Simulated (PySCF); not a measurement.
# KZn: frontier orbitals

r²SCAN at R = 3.795 Å; PySCF, no relativity, basis sets K def2-SVP, Zn def2-SVP. State: ²Σ⁺ (doublet), unpaired electrons σ ↑. Only the outer orbitals are listed, counted within each symmetry.

```json
{"spin": "α", "orbital": "11σ", "occ.": "1", "ε (eV)": "-9.83", "on K (%)": "0", "main shells (%)": "100 Zn d"}
{"spin": "α", "orbital": "1δ", "occ.": "1", "ε (eV)": "-9.82", "on K (%)": "0", "main shells (%)": "100 Zn d"}
{"spin": "α", "orbital": "1δ", "occ.": "1", "ε (eV)": "-9.82", "on K (%)": "0", "main shells (%)": "100 Zn d"}
{"spin": "α", "orbital": "5π", "occ.": "1", "ε (eV)": "-9.82", "on K (%)": "0", "main shells (%)": "100 Zn d"}
{"spin": "α", "orbital": "5π", "occ.": "1", "ε (eV)": "-9.82", "on K (%)": "0", "main shells (%)": "100 Zn d"}
{"spin": "α", "orbital": "12σ", "occ.": "1", "ε (eV)": "-5.85", "on K (%)": "7", "main shells (%)": "93 Zn s"}
{"spin": "α", "orbital": "13σ", "occ.": "1", "ε (eV)": "-2.53", "on K (%)": "92", "main shells (%)": "93 K s"}
{"spin": "α", "orbital": "14σ", "occ.": "0", "ε (eV)": "-1.12", "on K (%)": "73", "main shells (%)": "66 K p, 26 Zn p"}
{"spin": "α", "orbital": "6π", "occ.": "0", "ε (eV)": "-0.88", "on K (%)": "89", "main shells (%)": "88 K p, 11 Zn p"}
{"spin": "α", "orbital": "6π", "occ.": "0", "ε (eV)": "-0.88", "on K (%)": "89", "main shells (%)": "88 K p, 11 Zn p"}
{"spin": "β", "orbital": "1δ", "occ.": "1", "ε (eV)": "-9.82", "on K (%)": "0", "main shells (%)": "100 Zn d"}
{"spin": "β", "orbital": "1δ", "occ.": "1", "ε (eV)": "-9.82", "on K (%)": "0", "main shells (%)": "100 Zn d"}
{"spin": "β", "orbital": "11σ", "occ.": "1", "ε (eV)": "-9.81", "on K (%)": "0", "main shells (%)": "100 Zn d"}
{"spin": "β", "orbital": "5π", "occ.": "1", "ε (eV)": "-9.81", "on K (%)": "0", "main shells (%)": "100 Zn d"}
{"spin": "β", "orbital": "5π", "occ.": "1", "ε (eV)": "-9.81", "on K (%)": "0", "main shells (%)": "100 Zn d"}
{"spin": "β", "orbital": "12σ", "occ.": "1", "ε (eV)": "-5.71", "on K (%)": "5", "main shells (%)": "94 Zn s"}
{"spin": "β", "orbital": "13σ", "occ.": "0", "ε (eV)": "-1.44", "on K (%)": "90", "main shells (%)": "91 K s, 10 Zn p"}
{"spin": "β", "orbital": "14σ", "occ.": "0", "ε (eV)": "-0.58", "on K (%)": "68", "main shells (%)": "45 K p, 30 Zn p, 21 K s"}
{"spin": "β", "orbital": "6π", "occ.": "0", "ε (eV)": "-0.15", "on K (%)": "72", "main shells (%)": "71 K p, 28 Zn p"}
```

Q: Which are the highest filled and the lowest empty level, where do they sit, and how wide is the gap?

A: Highest filled α 13σ at -2.53 eV (in %: 93 K s); lowest empty β 13σ at -1.44 eV (in %: 91 K s, 10 Zn p); the gap at r²SCAN is 1.09 eV.

The bond order (Mayer) is 0.24 and the ⟨S²⟩ is 0.753. The charge on K (Mulliken, basis-dependent) is -0.05, the charge on K (Löwdin, basis-dependent) is -0.09 and the dipole moment (positive dipole means K(−)Zn(+)) is -0.70 D.

The state was picked by a PBE0 search and need not be the measured ground state.
